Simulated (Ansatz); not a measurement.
Species: YOCl, net charge 0, singlet state. SMILES: [Y](=[O])[Cl]
Coordinates optimised at B3LYP-D3(BJ)/def2-TZVP (Ansatz, a program for electronic structure):
```
Y
O 1 1.8123
Cl 1 2.5198 2 118.28
```

Wanted: vertical ionisation energy to the doublet, in eV. Conventions: dispersion terms only where a functional's name holds one; no spin-orbit coupling; six Cartesian d functions in 6-31G* and its kin unless marked 5d; valence correlation only (noble-gas shells and the d and f shells of earlier blocks); each state is the SCF solution reached for its charge and spin; open shells spin-unrestricted; STO-3G and 3-21G all-electron and non-relativistic; LANL2DZ with its own core potentials from Na on; def2 sets with scalar-relativistic core potentials past Kr. First-principles rows: single points at B3LYP-D3(BJ) geometries (Ansatz).

```json
[
 {"level": "HF/6-31G* with LANL2DZ past Ar", "program": "Ansatz", "vertical ionisation energy to the doublet (eV)": "7.57"},
 {"level": "PBE/6-31G* with LANL2DZ past Ar", "program": "Ansatz", "vertical ionisation energy to the doublet (eV)": "9.19"},
 {"level": "B3LYP/STO-3G", "program": "Ansatz", "vertical ionisation energy to the doublet (eV)": "6.17"},
 {"level": "B3LYP/3-21G", "program": "Ansatz", "vertical ionisation energy to the doublet (eV)": "9.09"},
 {"level": "B3LYP/6-31G* with LANL2DZ past Ar", "program": "Ansatz", "vertical ionisation energy to the doublet (eV)": "9.35"},
 {"level": "MP2/6-31G* with LANL2DZ past Ar", "program": "Ansatz", "vertical ionisation energy to the doublet (eV)": "9.87"},
 {"level": "PBE/def2-TZVPD", "program": "Ansatz", "vertical ionisation energy to the doublet (eV)": "9.08"},
 {"level": "wB97M-V/def2-TZVPD", "program": "Ansatz", "vertical ionisation energy to the doublet (eV)": "9.27"},
 {"level": "wB97X-V/def2-TZVPD", "program": "Ansatz", "vertical ionisation energy to the doublet (eV)": "9.25"}
]
```

No value to compare with is used here. The 6 habitual levels span 6.17 (B3LYP/STO-3G) to 9.87 eV (MP2/6-31G* with LANL2DZ past Ar); wB97X-V/def2-TZVPD gives 9.25.

The levels are drawn from those run, B3LYP/6-31G* more often than the rest, none by its result; left out are runs that failed, that the program found above a lower state of the same kind, or whose <S^2> lies over 0.5 above the pure value.
